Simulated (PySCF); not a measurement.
# 2-pyridinemethanethiol (SCc1ccccn1, C$_{6}$H$_{7}$NS)

Molfile (atoms numbered from 1):
```
C6H7NS
     RDKit          3D

 15 15  0  0  0  0  0  0  0  0999 V2000
    3.1160    0.2137   -0.1823 S   0  0  0  0  0  0  0  0  0  0  0  0
    1.8576   -0.9192    0.4971 C   0  0  0  0  0  0  0  0  0  0  0  0
    0.4661   -0.3941    0.3015 C   0  0  0  0  0  0  0  0  0  0  0  0
   -0.4300   -0.9877   -0.5931 C   0  0  0  0  0  0  0  0  0  0  0  0
   -1.6993   -0.4348   -0.7379 C   0  0  0  0  0  0  0  0  0  0  0  0
   -2.0300    0.6896    0.0125 C   0  0  0  0  0  0  0  0  0  0  0  0
   -1.0656    1.2084    0.8771 C   0  0  0  0  0  0  0  0  0  0  0  0
    0.1459    0.6848    1.0197 N   0  0  0  0  0  0  0  0  0  0  0  0
    2.6899    1.2757    0.5353 H   0  0  0  0  0  0  0  0  0  0  0  0
    2.0021   -1.8754   -0.0240 H   0  0  0  0  0  0  0  0  0  0  0  0
    2.0500   -1.0754    1.5686 H   0  0  0  0  0  0  0  0  0  0  0  0
   -0.1321   -1.8684   -1.1662 H   0  0  0  0  0  0  0  0  0  0  0  0
   -2.4205   -0.8768   -1.4298 H   0  0  0  0  0  0  0  0  0  0  0  0
   -3.0123    1.1591   -0.0676 H   0  0  0  0  0  0  0  0  0  0  0  0
   -1.2889    2.0930    1.4850 H   0  0  0  0  0  0  0  0  0  0  0  0
  1  2  1  0
  2  3  1  0
  3  4  2  0
  4  5  1  0
  5  6  2  0
  6  7  1  0
  7  8  2  0
  8  3  1  0
  1  9  1  0
  2 10  1  0
  2 11  1  0
  4 12  1  0
  5 13  1  0
  6 14  1  0
  7 15  1  0
M  END
```

Computed, not measured: PySCF, TDDFT CAM-B3LYP/aug-cc-pVDZ excited states, vertical, gas phase. Geometry: PBE0-D3(BJ)/def2-SVP.

Task: Give the one- and two-photon strengths of the lowest singlets.

Result: δ for parallel linear polarisation; σ at the peak of a Lorentzian of half width 0.1 eV, single beam; Ω is circular over linear.
```
state  E (eV)      f  photon λ (nm)  δ (au)  σ (GM)     Ω                                main
   S1    5.01  0.014            495    12.2    0.11  0.84    HOMO−2→LUMO 0.44, HOMO→LUMO 0.40
   S2    5.18  0.013            479      12    0.12  0.83    HOMO−2→LUMO 0.40, HOMO→LUMO 0.17
   S3    5.38  0.048            461    3.93    0.04  1.28  HOMO−1→LUMO 0.54, HOMO→LUMO+2 0.12
   S4    5.50  0.006            451    2.18    0.02  0.88                  HOMO−2→LUMO+2 0.68
   S5    5.73  0.023            433    23.1    0.28  1.18  HOMO→LUMO+4 0.18, HOMO→LUMO+1 0.18
   S6    6.01  0.071            413    8.42    0.11  1.11  HOMO→LUMO+2 0.51, HOMO−1→LUMO 0.12
```

Among these, the strongest one-photon state is S6, the strongest two-photon state S5, with a dipole change of 1.5 D (relaxed, norm of the difference vector).
